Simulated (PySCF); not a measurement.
Gas-phase reaction: CdCl2 + Br2 = CdBr2 + Cl2

Computed with PySCF and rigid-rotor harmonic-oscillator thermochemistry at 1 bar. † marks an energy on the PBE0/def2-TZVP geometry and frequencies; other levels use their own. CCSD(T) freezes the core. All species are closed-shell singlets. B3LYP is the form with VWN-RPA correlation. Cd: scalar-relativistic def2 core potential, no spin-orbit coupling. Br: all electrons, no relativistic terms. CCSD(T) isn't extrapolated to the basis-set limit; its ΔH°(298 K) is 31.4 kJ in def2-SVP and 31.4 kJ in def2-TZVPP. The harmonic model lacks anharmonicity and excited electronic states, which grow with temperature; levels with a mode under 35 cm⁻¹ are left out. Soft modes under 120 cm⁻¹ make the harmonic entropy rough for CdCl2, CdBr2.

| level | ΔE electronic, kJ | ΔH°(298 K), kJ | ΔS°(298 K), J/K | ΔG°(800 K), kJ |
|---|---|---|---|---|
| B3LYP/def2-TZVP† | 32 | 33 | 1 | 32 |
| CCSD(T)/def2-TZVPP† | 31 | 31 | 1 | 30 |
| HF/def2-TZVP† | 28 | 29 | 1 | 28 |
| M06-2X/def2-TZVP† | 23 | 24 | 1 | 23 |
| PBE/def2-SVP | 45 | 45 | 1 | 45 |
| PBE/def2-TZVP† | 30 | 30 | 1 | 29 |
| PBE0/def2-QZVP† | 32 | 33 | 1 | 32 |
| PBE0/def2-SVP† | 45 | 45 | 1 | 44 |
| ωB97X-V/def2-TZVP† | 31 | 31 | 1 | 30 |
ΔH° is lowest at M06-2X/def2-TZVP† and highest at PBE/def2-SVP. No reference value is set beside these.
